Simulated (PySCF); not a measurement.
# Which element holds H most strongly?

PBE in PySCF with def2-TZVPP on every atom (core potentials on Mo, Ru), for the lowest determinant that a PBE0 search found; no spin–orbit coupling. D0 is De less the harmonic zero-point energy.

```
 M  state (unpaired electrons)  Re (Å)  ωe (cm⁻¹)  D0(MH) (eV)
As              triplet (π ↑↑)   1.546       2088         2.83
Mo    sextet (σ ↑, π ↑↑, δ ↑↑)   1.713       1774         2.42
Ge               doublet (π ↑)   1.618       1823         2.81
Ru         quartet (σ ↑, δ ↑↑)   1.573       2016         2.73
Al      singlet (closed shell)   1.679       1586         2.91
Cu      singlet (closed shell)   1.470       1907         2.66
Si               doublet (π ↑)   1.545       1952         3.00
```

Problem. Order the elements by D0 and give the energy of CuH + As → AsH + Cu.

Solution. Si > Al > As > Ge > Ru > Cu > Mo; ΔE = 2.66 − 2.83 = -0.17 eV at PBE/def2-TZVPP. Close neighbours can swap at other levels.

The metal atom is held in its measured ground configuration; semilocal functionals can put another filling of s and d lower by some tenths of an eV, and De to that atom would be smaller. Spin–orbit coupling is left out, which matters for elements this heavy, above all for dissociation energies. States were picked by a PBE0 search and need not be the measured ground states. The state is the lowest single determinant that the PBE0 search found; with open d or f shells the true ground state can be another one.
